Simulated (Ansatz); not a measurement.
## Molecular dynamics of H12Si5

The input (input.yaml):

```yaml
crystal:
  periodic: [false, false, false]
  atoms:
    - { symbol: Si, position_ang: [0.145667, -0.008282, -0.053179] }
    - { symbol: Si, position_ang: [0.035894, -0.285, 2.27662] }
    - { symbol: H, position_ang: [-1.219, 0.228661, 3.028323] }
    - { symbol: H, position_ang: [-0.025513, -1.694339, 2.631301] }
    - { symbol: H, position_ang: [1.306319, 0.329447, 2.752087] }
    - { symbol: Si, position_ang: [2.268067, 0.042298, -0.845053] }
    - { symbol: H, position_ang: [2.898507, -1.192137, -1.179549] }
    - { symbol: H, position_ang: [2.162881, 0.767462, -2.120405] }
    - { symbol: H, position_ang: [3.130875, 0.665524, 0.125677] }
    - { symbol: Si, position_ang: [-1.08347, 1.742255, -0.844144] }
    - { symbol: H, position_ang: [-2.507811, 1.625825, -0.682505] }
    - { symbol: H, position_ang: [-0.929085, 3.158301, -0.316872] }
    - { symbol: H, position_ang: [-0.945242, 1.552914, -2.254486] }
    - { symbol: Si, position_ang: [-1.223589, -1.619651, -0.858569] }
    - { symbol: H, position_ang: [-2.496961, -1.696415, -0.158071] }
    - { symbol: H, position_ang: [-1.590733, -1.449465, -2.207402] }
    - { symbol: H, position_ang: [-0.605132, -2.891392, -0.721346] }
basis:
  gaussian: { orbitals: STO-3G }
hamiltonian:
  xc: r2scan
  dispersion: d4
md:
  timestep: 2.0
  n_steps: 40
  ensemble: nvt_nose_hoover
  temperature: 700.0
  initial_velocities: maxwell_boltzmann
  seed: 449331
  nose_hoover: { tau: 50.0, chain_length: 1 }
```

Launched with:

```bash
$ ansatz run input.yaml --threads 1 --pin off --max-ram 2048MiB --backend cpu --events-out ev --progress --plain --runs-dir out
```

It goes on from the last frame of an earlier run, with new velocities.

Output, in part (step lines, the closing report, with atoms numbered from 0):

```
md step     0: t =     0.00 fs  T =   700.0 K  F+E_penalty+E_count = -39124.69174477 eV  E_kin = 1.357230 eV  conserved = -39123.33451479 eV  (20 SCF iters)
[... lines left out ...]
Total energy: -39124.29592524 eV, -1437.7913558525 hartree
Atom 0 at    -0.076928    -0.017182    -0.103723 Å, force    -1.744886    -0.298194    -1.452783 eV/Å
Atom 1 at     0.160801    -0.246781     2.100714 Å, force     3.044112     0.996973    -0.942240 eV/Å
Atom 2 at    -0.868472     0.148151     2.863313 Å, force    -2.815100     0.838457     1.752580 eV/Å
Atom 3 at     0.376108    -1.607885     2.287985 Å, force     0.164726    -1.586473     0.416842 eV/Å
Atom 4 at     1.326261     0.436496     2.717129 Å, force    -0.578105    -0.342248    -0.683322 eV/Å
Atom 5 at     2.035310     0.105563    -0.748951 Å, force     1.298572    -0.343693    -0.066046 eV/Å
Atom 6 at     2.631167    -1.087389    -0.190402 Å, force     0.432642     0.120691     0.078879 eV/Å
Atom 7 at     2.375289     0.052338    -2.155026 Å, force    -0.331785     0.089199    -0.075886 eV/Å
Atom 8 at     2.720020     1.297375    -0.215585 Å, force    -0.392620    -0.581552    -0.096203 eV/Å
Atom 9 at    -0.831391     2.070236    -0.818667 Å, force    -1.335780    -1.622083    -0.823188 eV/Å
Atom 10 at    -2.051319     2.173082    -1.737807 Å, force     1.581046    -0.210852     0.971397 eV/Å
Atom 11 at    -1.131009     2.745985     0.364591 Å, force    -0.627362     0.839293     1.187570 eV/Å
Atom 12 at     0.291143     2.802779    -1.310701 Å, force     0.288128     0.134945    -0.616310 eV/Å
Atom 13 at    -1.210851    -2.044506    -0.790387 Å, force    -2.441176     2.284630     1.399320 eV/Å
Atom 14 at    -2.544292    -2.297189     0.025212 Å, force     2.338807     0.593619    -1.148369 eV/Å
Atom 15 at    -1.702229    -1.950382    -2.163647 Å, force     0.454527    -0.176343     0.187365 eV/Å
Atom 16 at    -0.415020    -3.189431    -0.566069 Å, force     0.664254    -0.736366    -0.089605 eV/Å
Dipole moment:    -0.106032     0.008122    -0.121084 e Å
```

The steps, from the saved trajectory:

| time (fs) | T (K) | potential energy less start (eV) | conserved less start (meV/atom) |
| --- | --- | --- | --- |
| 0 | 700 | 0.000 | 0.00 |
| 2 | 559 | 0.371 | 5.68 |
| 4 | 625 | 0.208 | 3.61 |
| 6 | 753 | -0.105 | -0.29 |
| 8 | 635 | 0.210 | 4.75 |
| 10 | 656 | 0.149 | 3.53 |
| 12 | 673 | 0.055 | -0.23 |
| 14 | 422 | 0.651 | 6.06 |
| 16 | 433 | 0.600 | 4.27 |
| 18 | 582 | 0.238 | -0.22 |
| 20 | 487 | 0.520 | 5.23 |
| 22 | 590 | 0.310 | 4.26 |
| 24 | 761 | -0.098 | -0.68 |
| 26 | 595 | 0.336 | 5.46 |
| 28 | 601 | 0.316 | 4.60 |
| 30 | 720 | 0.008 | -0.36 |
| 32 | 564 | 0.424 | 5.82 |
| 34 | 628 | 0.291 | 4.76 |
| 36 | 778 | -0.082 | -0.70 |
| 38 | 563 | 0.452 | 5.70 |
| 40 | 535 | 0.503 | 5.05 |
| 42 | 643 | 0.211 | -0.42 |
| 44 | 428 | 0.744 | 5.95 |
| 46 | 446 | 0.724 | 6.28 |
| 48 | 675 | 0.177 | -0.46 |
| 50 | 574 | 0.498 | 6.05 |
| 52 | 652 | 0.348 | 5.31 |
| 54 | 850 | -0.114 | -0.24 |
| 56 | 653 | 0.379 | 5.27 |
| 58 | 577 | 0.573 | 7.22 |
| 60 | 725 | 0.178 | -0.05 |
| 62 | 541 | 0.651 | 5.97 |
| 64 | 521 | 0.719 | 6.95 |
| 66 | 732 | 0.223 | 0.78 |
| 68 | 616 | 0.536 | 4.90 |
| 70 | 532 | 0.756 | 7.38 |
| 72 | 627 | 0.481 | 1.16 |
| 74 | 466 | 0.898 | 6.33 |
| 76 | 477 | 0.919 | 7.92 |
| 78 | 748 | 0.309 | 1.88 |
| 80 | 743 | 0.396 | 5.00 |

The run went to its last step. The conserved energy wandered by up to 7.9 meV per atom (net 5.0 meV per atom), which is poor conservation. The mean temperature of the second half is 13 % below the set value. A step of 2 fs is long for free X–H stretches (periods near 10 fs) and can bias their spread and the temperature. A run of 0.08 ps of so small a system gives no equilibrium averages. Limits of this set-up: minimal basis.

The same pairs are bonded in the first frame and the last. Pairs count as bonded within 1.25 times the sum of covalent radii (0.12 Å more for H–H).

Last frame:

```xyz
17
Properties=species:S:1:pos:R:3
Si -0.077 -0.017 -0.104
Si 0.161 -0.247 2.101
H -0.869 0.148 2.863
H 0.376 -1.608 2.288
H 1.326 0.436 2.717
Si 2.035 0.106 -0.749
H 2.631 -1.087 -0.190
H 2.375 0.052 -2.155
H 2.720 1.297 -0.216
Si -0.831 2.070 -0.819
H -2.051 2.173 -1.738
H -1.131 2.746 0.365
H 0.291 2.803 -1.311
Si -1.211 -2.045 -0.790
H -2.544 -2.297 0.025
H -1.702 -1.950 -2.164
H -0.415 -3.189 -0.566
```

Run time: 5.5 min on 1 thread of Arm Neoverse V1 (shared host), peak memory 0.15 GiB.
